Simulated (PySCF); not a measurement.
## Exercise with solution: chemical shift, span and skew from a shielding tensor

Mg(F)(GeH3) (FGeH₃Mg), SMILES [F][Mg][GeH3]. Atoms are numbered in the order given.

```xyz
6

Mg     0.0000     0.0000    -1.3529
F      0.0000     0.0000    -3.1084
Ge     0.0000     0.0000     1.2119
H      1.2325     0.7116     1.8099
H     -1.2325     0.7116     1.8099
H      0.0000    -1.4232     1.8099
```
Charge 0, spin multiplicity 1.

The structure is a stationary point at PBE0-D3(BJ)/def2-TZVP.

GIAO shieldings from PBE0/pcSseg-2 (PySCF), non-relativistic, no solvent. The symmetric part of the tensor of F2 has the principal values 325.0, 325.0, 487.8 ppm. The same nucleus in CFCl3 has σ = 165.8 ppm at this level (PySCF, at its B3LYP-D3(BJ)/def2-TZVP geometry).

Work out the isotropic shielding, the ¹⁹F shift against CFCl3, the span and the skew.


σ(iso) = (σ11 + σ22 + σ33)/3 = 379.3 ppm. δ = σ(ref) − σ(iso) = 165.8 − (379.3) = -213.5 ppm.
Span Ω = σ33 − σ11 = 162.8 ppm. Skew κ = 3(σ(iso) − σ22)/Ω = 1.00, an axial tensor. Tumbling in solution averages the tensor to δ; in a static solid the shielding alone would spread this spin-1/2 line over Ω.
